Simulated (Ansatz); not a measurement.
Program: Ansatz. Geometries: PBE0-D4/def2-TZVP. ΔE: electronic, gas phase. CCSD(T)/CBS adds triple-zeta CCSD(T) − MP2 to the extrapolated MP2 energy (def2 sets, frozen cores). This one scheme is used for every species. Functionals use def2-TZVPP. HSE06 is defined as in plane-wave codes.

`F[B-]1(Cl)OC(C(F)(F)F)=CC(C(F)(F)F)=[O+]1` + CH₄ → `C[B-]1(Cl)OC(C(F)(F)F)=CC(C(F)(F)F)=[O+]1` + H–F  (formal exchange of groups at a B–F bond)

```tsv
level	ΔE (eV)
HSE06-D4	1.34
PBE-QIDH	1.35
```

(1) What does CCSD(T)/CBS give? (Estimate.)

Largest T1 diagnostic among the species: 0.015.

## Answers

(1) Ansatz gave: +1.29 eV. The listed levels differ from it by 0.05, 0.06 eV.

Leaving LDA and LC-ωPBE aside and taking each functional with its dispersion term where it has one, the values, not all of them listed here, spread over 0.22 eV, from revPBE-D4 to B97M-V. LDA lies −0.03 eV from PBE without D4. In def2-TZVPP, CCSD(T) changes the Hartree–Fock value by −0.29 eV (the triples alone add −0.03 eV) and MP2 by −0.36 eV. At CCSD(T), def2-SVP lies +0.26 eV from the extrapolated value and def2-TZVPP +0.05 eV.
